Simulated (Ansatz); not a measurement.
Isolated molecules relaxed with PBE0-D4/def2-TZVP in Ansatz; ΔE leaves out vibrations. CCSD(T)/CBS adds triple-zeta CCSD(T) − MP2 to the extrapolated MP2 energy (def2 sets, frozen cores). This one scheme is used for every species. DFT in def2-TZVPP. def2 core potentials past Kr. For Sn outer-core shells are correlated without core-valence functions, which leaves a few kJ/mol of doubt a bond. One conformer a species, not always the lowest.

Reaction (cleavage of the Si–Al bond): `[SiH3][Al]([Cl])[Cl]` + `[NH2][SnH2][OH]` → `[OH][SnH2][NH][SiH3]` + `[Cl][AlH][Cl]`

```tsv
level	ΔE (kJ/mol)
PBE-D4	-30.8
ωB97M-V	-57.5
B2PLYP	-54.4
HF/def2-TZVPP	-67.2
SCS-MP2/def2-TZVPP	-64.1
HF/def2-QZVPP	-69.0
MP2/def2-QZVPP	-63.6
HF/CBS(def2)	-69.2
```

Q: What does CCSD(T)/CBS give? (Best estimate.)

A: Computed: -54.1 kJ/mol. The listed levels differ from it by 23.3, -3.4, -0.3, -13.1, -10.0, -14.9, -9.5, -15.1 kJ/mol.

Largest T1 diagnostic among the species: 0.013.

The D4 term adds −3.2 kJ/mol with B3LYP and −1.6 kJ/mol with PBE0; it sums over pairs of atoms, weighted by their polarisabilities, and B3LYP, whose exchange is more repulsive, gets the larger term. From PBE to PBE0 (25 % exact exchange), in def2-TZVPP and without D4, ΔE moves by −7.4 kJ/mol.

B3LYP here is the variant with VWN-RPA as its local correlation; programs differ in this.
